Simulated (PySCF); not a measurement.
C₆H₆O, SMILES C1[C@@H](C#C)C=CO1. Coordinates come from a PBE-D3(BJ)/def2-SVP optimisation. The structure was generated by enumeration; whether it is a known compound was not checked. Other conformers were not sampled.

Calculation: PBE-D3(BJ)/def2-SVP (PySCF 2.14.0).

Harmonic wavenumbers (cm⁻¹): 83, 156, 224, 412, 489, 515, 622, 641, 650, 691, 804, 855, 880, 948, 971, 1007, 1042, 1079, 1145, 1177, 1219, 1260, 1271, 1352, 1428, 1639, 2166, 2907, 2974, 3069, 3162, 3203, 3409. Rotational constants (GHz): 7.025, 1.900, 1.613; symmetry number 1.

### Question
Work out the zero-point energy and the ideal-gas rigid-rotor harmonic-oscillator thermochemistry at 298.15 K and 1 atm.

### Answer
ZPE = ½ Σ hcν = ½ × 43452 cm⁻¹ = 62.12 kcal/mol. H − E(el) = 66.80 kcal/mol. Entropy in cal/(mol K): translation 39.54, rotation 27.10, vibration 13.27, total 79.91. G − E(el) = 42.97 kcal/mol. Cp = 26.10 cal/(mol K). Modes under 150 cm⁻¹ make the vibrational entropy uncertain.
